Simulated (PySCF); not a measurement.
Cu(I) cation (CuI), SMILES [Cu][I] (connectivity only; charge and spin as stated), charge +1, multiplicity 2. Geometry: PBE-D3(BJ)/def2-TZVP. The spin state was assumed, not searched. The def2 effective core potentials stand for the cores of I; spin–orbit coupling is left out.

All values below come from PBE-D3(BJ)/def2-TZVP in PySCF.

Harmonic wavenumbers (cm⁻¹): 235. Rotational constants (GHz): 2.061 (linear); symmetry number 1.

Task: Work out the zero-point energy and the ideal-gas rigid-rotor harmonic-oscillator thermochemistry at 298.15 K and 1 atm.

Result: ZPE = ½ Σ hcν = ½ × 235 cm⁻¹ = 0.34 kcal/mol. H − E(el) = 2.73 kcal/mol. Entropy in cal/(mol K): translation 41.64, rotation 17.91, vibration 1.84, spin 1.38, total 62.77. G − E(el) = -15.99 kcal/mol. Cp = 8.74 cal/(mol K).
